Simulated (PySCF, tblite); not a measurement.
One entry of a table of gas-phase calculations, keyed by method. Lists by class give the value and the number of equivalent atoms.

```json
{
 "formula": "C5H10OSi3",
 "smiles": "C#C[Si](C#C)(O[SiH3])[SiH2]C",
 "inchi": "InChI=1S/C5H10OSi3/c1-4-9(5-2,6-7)8-3/h1-2H,8H2,3,7H3",
 "charge": 0,
 "multiplicity": 1,
 "geometry_level": "GFN2-xTB",
 "atoms_angstrom": [
  ["C", -0.936, 1.428, -2.634],
  ["C", -0.688, 1.022, -1.529],
  ["Si", -0.29, 0.348, 0.161],
  ["C", -0.049, 1.868, 1.208],
  ["C", 0.154, 2.833, 1.896],
  ["O", -1.646, -0.364, 0.733],
  ["Si", -2.97, -1.275, 0.862],
  ["Si", 1.407, -1.219, 0.248],
  ["C", 2.999, -0.48, -0.474],
  ["H", -1.16, 1.794, -3.595],
  ["H", 0.316, 3.685, 2.494],
  ["H", -3.77, -1.086, -0.347],
  ["H", -2.515, -2.661, 0.991],
  ["H", -3.647, -0.797, 2.064],
  ["H", 1.698, -1.662, 1.624],
  ["H", 1.094, -2.446, -0.508],
  ["H", 3.321, 0.394, 0.086],
  ["H", 2.864, -0.172, -1.508],
  ["H", 3.809, -1.202, -0.45]
 ],
 "electronic_structure_code": "PySCF",
 "results": {
  "GFN2-xTB geometry": {
   "point_group": "C1",
   "rotational_constants_GHz": [0.966, 0.663, 0.6]
  },
  "PBE0/pcSseg-1 ground state and GIAO shieldings, non-relativistic": {
   "dipole_D": 0.79,
   "homo_eV": -7.9,
   "lumo_eV": -1.03,
   "shift_vs_computed_TMS_C_by_class_ppm": [
    [101.8, 2],
    [90.7, 2],
    [-11.4, 1]
   ],
   "shift_vs_computed_TMS_H_by_class_ppm": [
    [5.15, 3],
    [4.03, 2],
    [2.09, 2],
    [0.18, 3]
   ],
   "shielding_other_nuclei_by_class_ppm": [
    ["O", 305.2, 1],
    ["Si", 395.1, 1],
    ["Si", 399.4, 1],
    ["Si", 427.7, 1]
   ],
   "charges_hirshfeld_e_by_atom": [-0.08, -0.16, 0.39, -0.16, -0.08, -0.3, 0.39, 0.26, -0.21, 0.1, 0.1, -0.08, -0.08, -0.08, -0.07, -0.07, 0.04, 0.04, 0.04]
  },
  "GFN2-xTB harmonic vibrations, gas phase": {
   "strongest_ir_bands_cm-1_km_per_mol_modes": [
    [817.2, 382.4, 1],
    [835.8, 290.2, 1],
    [1082.8, 810.5, 1],
    [2155.9, 427.8, 1],
    [2236.0, 375.3, 1],
    [2265.0, 329.8, 1]
   ],
   "zpe_kcal_per_mol": 74.6
  }
 }
}
```

The zero-point energy, half the sum of the 51 harmonic wavenumbers, equals 26080 cm⁻¹ or 312 kJ/mol. In atomic units the dipole is 0.31 e·bohr (1 au = 2.5417 D). The rotational constants make it an asymmetric top with κ = (2B − A − C)/(A − C) = -0.7, nearer the prolate limit (−1). With B = h/(8π²I), that is 505.379 GHz u Å² over I, the principal moments of inertia are 523.3, 761.9 and 842.0 u Å² (most abundant isotopes).

The values belong to the conformer `[CH:1]#[C:2][Si:3]([C:4]#[CH:5])([O:6][SiH3:7])[SiH2:8][CH3:9]`: C2–Si3–O6–Si7 50°, C2–Si3–Si8–C9 58°.
